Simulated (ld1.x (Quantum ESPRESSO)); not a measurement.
## Varying the TM potential for iodine (I)

Base potential:

```json
{
 "Element": "I (Z = 53)",
 "Generator": "ld1.x (Quantum ESPRESSO) 7.5",
 "Type": "norm-conserving Troullier–Martins (Kleinman–Bylander form)",
 "Functional": "LDA (PZ)",
 "Relativity": "non-relativistic",
 "Frozen core": "[Ar] 3d10",
 "Valence charge": "25",
 "Reference configuration": "4s2 4p6 4d10 5s2 5p3 (charge +2)",
 "Partial waves": "4s (bound): rc 1.00 bohr; 4p (bound): rc 1.10 bohr; 4d (bound): rc 1.00 bohr",
 "Local potential": "all-electron potential smoothed inside 1.10 bohr (lloc = -1)",
 "Core correction": "Bessel-smoothed model core, default radius (core density twice the valence density)"
}
```

Occupied shells without a wave of their own: 5p, 5s. They enter only through the test configuration that unscreens the potential, and ld1.x also counts them in the model core charge.

Cutoffs, loose and tight: the cutoffs (Ry, on a coarse ladder) from which the occupation-weighted sum of valence levels, in a spherical-Bessel basis at the reference potential, stays within 10 and 1 mRy of its value at 400 Ry. They do not see the model core or the augmentation charge, which bear on the density cutoff. Test errors are all-electron minus pseudo excitation energies from the reference, over the configurations 4s2 4p6 4d10 5s2 5p5; 4s2 4p6 4d10 5s2 5p4; 4s2 4p6 4d10 5s2 5p2; 4s2 4p6 4d10 5s1 5p6; 4s2 4p6 4d10 5s2 5p5.3; 4s2 4p6 4d9 5s2 5p5; 4s2 4p6 4d10 5s2 5p4.5 (two spin-polarised tests are not counted in the largest error). A dash means not determined; rows that change the core or the reference have their own tests.

With those shells counted twice in exchange and correlation these files are broken, and their errors move erratically; no question is asked of them.

| change | outcome | cutoff, loose | cutoff, tight | bound ghosts | largest test error (meV) |
| --- | --- | --- | --- | --- | --- |
| base | generated, misses its reference levels by 0.57 eV | 180 Ry | 300 Ry | none | -664 |
| wave 4p (bound): rc 1.10 bohr becomes 4p (bound): rc 0.70 bohr | generated, misses its reference levels by 0.57 eV | over 300 Ry | over 300 Ry | none | -932 |
| wave 4p (bound): rc 1.10 bohr becomes 4p (bound): rc 0.84 bohr | generated, misses its reference levels by 0.57 eV | 260 Ry | 300 Ry | none | -991 |
| wave 4p (bound): rc 1.10 bohr becomes 4p (bound): rc 0.96 bohr | generated, misses its reference levels by 0.57 eV | 230 Ry | 300 Ry | none | -924 |
| wave 4p (bound): rc 1.10 bohr becomes 4p (bound): rc 1.20 bohr | generated, misses its reference levels by 0.57 eV | 180 Ry | 300 Ry | none | -451 |
| wave 4p (bound): rc 1.10 bohr becomes 4p (bound): rc 1.30 bohr | generated, misses its reference levels by 0.57 eV | 180 Ry | 300 Ry | none | +515 |
| wave 4p (bound): rc 1.10 bohr becomes 4p (bound): rc 1.38 bohr | generated, misses its reference levels by 0.57 eV | 180 Ry | 300 Ry | none | +749 |
| wave 4p (bound): rc 1.10 bohr becomes 4p (bound): rc 1.50 bohr | generated, misses its reference levels by 0.57 eV | 180 Ry | 300 Ry | none | +903 |
| wave 4p (bound): rc 1.10 bohr becomes 4p (bound): rc 1.62 bohr | generated, misses its reference levels by 0.57 eV | 180 Ry | 300 Ry | none | +897 |

Reading the sweep of the p radius (base included, trends over the rows without a ghost): The loose cutoff falls from 260 Ry at 0.84 to 180 Ry at 1.62 bohr. A larger radius leaves more room for a smooth pseudo-wave, so fewer plane waves are needed; a smaller one forces it to follow the all-electron wave where it bends sharply. The median size of the test errors (rows with all tests solved) is not monotonic: lowest 162.2 meV at 1.2 bohr, highest 311.6 meV at 1.5 bohr.
